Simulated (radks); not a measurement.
Rb+, 36 electrons, occupied as [Ar] 3d10 4s2 4p5 5p1 (not the ground configuration). Method: scalar-relativistic Kohn-Sham, r2SCAN, spin-polarised, spherical densities, finite nucleus; open shells are filled with parallel spins first (spin-orbit coupling, left out, can overturn this in heavy ions); meta-GGA in the generalised Kohn-Sham scheme; Fermi nuclear charge, rms radius 4.2036 fm; computed with a radial shooting solver on a logarithmic mesh with Libxc functionals.

Unscreened Slater integrals over Kohn-Sham orbitals (hartree). They are taken over the spin-up orbitals.

integral,value
"F0(5p,5p)",0.17912
"F2(5p,5p)",0.099457
"F0(5p,4p)",0.22617
"F2(5p,4p)",0.046340
"G0(5p,4p)",0.0095612
"G2(5p,4p)",0.012104
"F0(5p,4s)",0.22855
"G1(5p,4s)",0.014335
"F0(5p,3d)",0.23878
"F2(5p,3d)",0.014519
"G1(5p,3d)",0.0039747
"G3(5p,3d)",0.0038480
"F0(4p,4p)",0.55068
"F2(4p,4p)",0.29034
"F0(4p,4s)",0.58619
"G1(4p,4s)",0.39462
"F0(4p,3d)",0.71475
"F2(4p,3d)",0.15329
"G1(4p,3d)",0.050232
"G3(4p,3d)",0.047069
"F0(4s,4s)",0.63068
"F0(4s,3d)",0.80324
"G2(4s,3d)",0.066775
"F0(3d,3d)",1.7431
"F2(3d,3d)",0.84326
"F4(3d,3d)",0.53242

Derived for the open shells (J is the average intra-shell exchange parameter used in DFT+U). 4p: J = F2/5 = 0.05807 hartree. 5p: J = F2/5 = 0.01989 hartree.
